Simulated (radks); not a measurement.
Question: The ytterbium ion Yb+ is in [Xe] 4f14 6s1. All-electron calculation, Dirac Kohn-Sham, PBE, spin-unpolarised, spherical densities, finite nucleus; Fermi nuclear charge, rms radius of each element as measured or else 0.836 A^(1/3) + 0.57 fm. Program: a radial shooting solver on a logarithmic mesh with Libxc functionals. Sub-shells are occupied by j as written (lower j first in brackets). One electron is removed from 4f5/2, 6s1/2, 5p3/2, 4f7/2 in turn, with full relaxation. Which removal costs least, and what does each cost?

Answer: 6s1/2 12.246 eV; 4f7/2 17.317 eV; 4f5/2 18.712 eV; 5p3/2 38.732 eV. The 6s1/2 electron leaves first.
